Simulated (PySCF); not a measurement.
Precursor series Nb Cl-NH2. Isolated molecules, 0 K electronic values unless said otherwise. One relaxed conformer stands for each flexible species; it need not be the lowest.

Method: B3LYP-D3(BJ)/def2-TZVP // r2SCAN-D4/def2-SVP run with PySCF 2.14.0. B3LYP has the VWN-RPA correlation part, as in Gaussian. 

| species | charge on the central atom (Mulliken) (e) | LUMO (eV) | coordination number |
|---|---|---|---|
| 1 of 5 Cl replaced by NH2 | 1.37 | -4.23 | … |
| 2 of 5 Cl replaced by NH2 ([Nb(Cl)3(NH2)2]) | 1.46 | -3.61 | … |
| 3 of 5 Cl replaced by NH2 ([Nb(Cl)2(NH2)3]) | 1.63 | -3.13 | 5 |
| 4 of 5 Cl replaced by NH2 ([Nb(Cl)(NH2)4]) | … | -1.95 | 5 |
| 5 of 5 Cl replaced by NH2 ([Nb(NH2)5]) | 1.86 | -1.16 | 5 |

**Question.** Fill in the missing entries.

**Answer.** 
- 1 of 5 Cl replaced by NH2, coordination number: 5
- 2 of 5 Cl replaced by NH2 ([Nb(Cl)3(NH2)2]), coordination number: 5
- 4 of 5 Cl replaced by NH2 ([Nb(Cl)(NH2)4]), charge on the central atom (Mulliken) (e): 1.71
